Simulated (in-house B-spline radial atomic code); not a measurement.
# Ionising Fe⁸⁺ with different functionals

Computed with a B-spline radial code for spherical atoms: non-relativistic Hamiltonian, point nucleus, spin-polarised at highest spin, spherical fractional occupations for the functionals, the average over the highest-spin determinants for Hartree-Fock. The ionisation energy is the difference of two self-consistent energies, [Ne] 3s2 3p6 → [Ne] 3s2 3p5, without Breit or QED terms; ε is the level of the shell that loses the electron (its least bound occupied spin orbital).

Hybrids are left out here: with spherical fractional occupations of an open shell their exact exchange keeps a self-interaction that integer-occupation calculations don't have.

```json
{"method": "Hartree-Fock", "rung": "Hartree-Fock", "ΔSCF (eV)": "232.71", "-ε(3p) (eV)": "233.76"}
{"method": "LDA VWN5", "rung": "LDA", "ΔSCF (eV)": "233.75", "-ε(3p) (eV)": "219.88"}
{"method": "LDA PW92", "rung": "LDA", "ΔSCF (eV)": "233.74", "-ε(3p) (eV)": "219.87"}
{"method": "LDA exchange-only", "rung": "LDA", "ΔSCF (eV)": "231.54", "-ε(3p) (eV)": "217.74"}
{"method": "PBE", "rung": "GGA", "ΔSCF (eV)": "233.79", "-ε(3p) (eV)": "219.98"}
{"method": "PBEsol", "rung": "GGA", "ΔSCF (eV)": "233.63", "-ε(3p) (eV)": "219.80"}
{"method": "BLYP", "rung": "GGA", "ΔSCF (eV)": "233.62", "-ε(3p) (eV)": "219.81"}
{"method": "RPBE", "rung": "GGA", "ΔSCF (eV)": "233.79", "-ε(3p) (eV)": "219.98"}
{"method": "PW91", "rung": "GGA", "ΔSCF (eV)": "233.95", "-ε(3p) (eV)": "220.12"}
{"method": "BP86", "rung": "GGA", "ΔSCF (eV)": "233.92", "-ε(3p) (eV)": "220.08"}
{"method": "AM05", "rung": "GGA", "ΔSCF (eV)": "233.60", "-ε(3p) (eV)": "219.75"}
{"method": "OLYP", "rung": "GGA", "ΔSCF (eV)": "234.35", "-ε(3p) (eV)": "220.60"}
{"method": "TPSS", "rung": "meta-GGA", "ΔSCF (eV)": "?", "-ε(3p) (eV)": "?"}
{"method": "SCAN", "rung": "meta-GGA", "ΔSCF (eV)": "234.83", "-ε(3p) (eV)": "221.31"}
{"method": "r2SCAN", "rung": "meta-GGA", "ΔSCF (eV)": "234.76", "-ε(3p) (eV)": "221.26"}
{"method": "M06-L", "rung": "meta-GGA", "ΔSCF (eV)": "234.95", "-ε(3p) (eV)": "221.36"}
{"method": "revTPSS", "rung": "meta-GGA", "ΔSCF (eV)": "?", "-ε(3p) (eV)": "?"}
```

What does TPSS give?

ΔSCF 234.11 eV, and -ε(3p) = 220.37 eV.

What does revTPSS give?

ΔSCF 233.97 eV, and -ε(3p) = 220.24 eV.

How do they compare with the NIST value?

NIST lists 233.6 eV ± 0.4 (semi-empirical, ground level to ground level). Errors run from -2.06 to +1.35 eV; AM05 is closest (-0.00 eV), though others lie within the uncertainty of it, and part of that can be cancellation, since the calculations leave out relativity, Breit-QED terms, multiplet and fine-structure energies. Hartree-Fock also lacks correlation.
